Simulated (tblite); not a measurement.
C2H3ClNSi (doublet state).
Atom-mapped SMILES: `[N:1]#[C:2][SiH2:3][CH:4][Cl:5]` (hydrogens: H6, H7 on Si3; H8 on C4)
Bond orders are those of one Lewis drawing.

Computed with GFN2-xTB (tblite), gas phase: L-BFGS steps from a force-field or distance-geometry start until the largest atomic force falls under 0.01 eV/Å.

The end geometry, which sets the zero of energy:
```
atom  x, y, z in Å
N1      2.1768   -0.5334   -1.7824
C2      1.4489   -0.4486   -0.9026
Si3     0.2880   -0.3318    0.5547
C4     -1.1393    0.6351   -0.1347
Cl5    -2.4917    1.0185    0.8047
H6      0.9991    0.3637    1.6328
H7     -0.0710   -1.6979    0.9505
H8     -1.2018    1.0038   -1.1475
```

Problem. These geometries come from the run, each turned onto the end geometry. Order them by energy, lowest first.
A.
```
atom  x, y, z in Å
N1      2.2608   -0.5918   -1.7439
C2      1.4857   -0.4656   -0.9103
Si3     0.2866   -0.3219    0.5233
C4     -1.1572    0.6429   -0.1318
Cl5    -2.4790    0.9939    0.8608
H6      0.9776    0.3908    1.5960
H7     -0.0882   -1.6783    0.9103
H8     -1.2773    1.0395   -1.1289
```
B.
```
atom  x, y, z in Å
N1      2.3193   -0.5984   -1.8118
C2      1.5450   -0.4862   -0.9488
Si3     0.3094   -0.3088    0.4560
C4     -1.1705    0.6308   -0.0724
Cl5    -2.5537    1.0279    0.8744
H6      0.9189    0.3857    1.6108
H7     -0.1229   -1.6415    0.9399
H8     -1.2366    0.9999   -1.0727
```
C.
```
atom  x, y, z in Å
N1      2.2516   -0.5872   -1.7425
C2      1.4804   -0.4648   -0.9050
Si3     0.2827   -0.3177    0.5201
C4     -1.1617    0.6468   -0.1373
Cl5    -2.4796    0.9924    0.8660
H6      0.9840    0.3876    1.5999
H7     -0.0839   -1.6838    0.9136
H8     -1.2645    1.0360   -1.1392
```
D.
```
atom  x, y, z in Å
N1      2.3069   -0.5973   -1.7965
C2      1.5407   -0.4832   -0.9494
Si3     0.3113   -0.3187    0.4787
C4     -1.1824    0.6385   -0.0774
Cl5    -2.5339    1.0202    0.8670
H6      0.9266    0.3849    1.6050
H7     -0.1160   -1.6428    0.9331
H8     -1.2441    1.0078   -1.0849
```

Solution. C (0.004 eV), A (0.008 eV), D (0.076 eV), B (0.148 eV).

In the order of the answer:

```json
{"step": "10", "E above end (eV)": "0.004", "largest force (eV/Å)": "0.04", "rms force component (eV/Å)": "0.016", "rms distance from end (Å)": "0.058", "rms bond change (Å)": "0.001", "bond most changed (Å)": "Si3–H7 +0.001"}
{"step": "5", "E above end (eV)": "0.008", "largest force (eV/Å)": "0.24", "rms force component (eV/Å)": "0.077", "rms distance from end (Å)": "0.062", "rms bond change (Å)": "0.005", "bond most changed (Å)": "C2–Si3 +0.008"}
{"step": "3", "E above end (eV)": "0.076", "largest force (eV/Å)": "0.43", "rms force component (eV/Å)": "0.165", "rms distance from end (Å)": "0.092", "rms bond change (Å)": "0.010", "bond most changed (Å)": "C2–Si3 +0.025"}
{"step": "0", "E above end (eV)": "0.148", "largest force (eV/Å)": "2.43", "rms force component (eV/Å)": "0.738", "rms distance from end (Å)": "0.102", "rms bond change (Å)": "0.020", "bond most changed (Å)": "C4–Cl5 +0.032"}
```

The cost below is that of the whole relaxation. On Arm Neoverse V1, one thread, on a shared host, this took 0.12 s wall.
